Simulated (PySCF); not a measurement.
One molecule, a ladder of functionals, a line

Molecule: `B([SiH2]CC)(F)F`, C2H7BF2Si.

Atoms are numbered as in `[CH3:1][CH2:2][SiH2:3][B:4]([F:5])[F:6]` (H(Xn): hydrogen on atom n).

GIAO shieldings (ppm, equivalent atoms averaged) in PySCF 2.14.0 with density-fitted response routines on the PBE0-D3(BJ)/def2-SVP geometry, basis pcSseg-1, gas phase, non-relativistic:

```tsv
functional	exact exchange (%)	σ(Si3)	σ(B4)	σ(F5/F6)
BLYP	0	401.2	62.5	172.5
BP86	0	411.2	65.4	172.7
PBE	0	413.3	64.7	168.5
B3LYP	20	411.7	66.1	191.0
PBE0	25	425.5	69.3	192.5
BHandHLYP	50	427.3	71.9	215.7
HF	100	455.1	83.2	251.4
```

Question: Fit each shielding as a line in the percentage of exact exchange.

Answer: σ(Si3) = 408.0 + 0.46 x (rms 4.9 ppm); σ(B4) = 63.8 + 0.19 x (rms 1.2 ppm); σ(F5/F6) = 172.3 + 0.81 x (rms 2.2 ppm). The functionals also differ in their semilocal parts, which the line can't hold; Hartree–Fock has no correlation at all.

Question: What does the line predict for mPW1PW91 (25 %), and what does the run give?

Answer: σ(Si3): 419.5 predicted, 422.9 computed; σ(B4): 68.5 predicted, 69.3 computed; σ(F5/F6): 192.6 predicted, 194.4 computed ppm.
